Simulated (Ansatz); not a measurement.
Born–Oppenheimer molecular dynamics of Cl2H2OSn (6 atoms, charge 0, multiplicity 1). It starts from a relaxed structure.

Level of theory: RKS PBE0-D4/def2-SVP in Ansatz.

```json
{
  "ensemble": "NVE (velocity Verlet)",
  "time step": "0.5 fs",
  "steps asked": "150",
  "starting velocities drawn for": "1500 K",
  "masses": "H 2.014 u",
  "seed": "171382"
}
```

First frame:

```xyz
6
Properties=species:S:1:pos:R:3
Sn -0.084 -0.058 0.131
H 0.102 -0.079 1.816
Cl 1.960 0.127 -0.988
O -1.208 1.474 -0.360
H -1.354 1.545 -1.312
Cl -1.083 -2.008 -0.681
```

(1) How far do the bonds stretch over the last three quarters of this one trajectory? (Pairs bonded in most of those frames.)

Answers

(1) 
| bond | mean (Å) | spread (Å) | shortest | longest |
| --- | --- | --- | --- | --- |
| Sn1–H2 | 1.701 | 0.019 | 1.67 | 1.73 |
| Sn1–Cl3 | 2.384 | 0.096 | 2.23 | 2.49 |
| Sn1–O4 | 1.981 | 0.054 | 1.90 | 2.05 |
| Sn1–Cl6 | 2.351 | 0.055 | 2.26 | 2.41 |
| O4–H5 | 0.969 | 0.018 | 0.94 | 1.00 |

Mean temperature of the second half: 516 K. The conserved energy stayed within 0.075 meV per atom of its start (net change 0.065 meV per atom), so the integration is sound. A run of 0.075 ps of so small a system gives no equilibrium averages.

Time of the run: 8.4 min on 1 thread of Arm Neoverse V2 (shared host), peak memory 0.19 GiB.
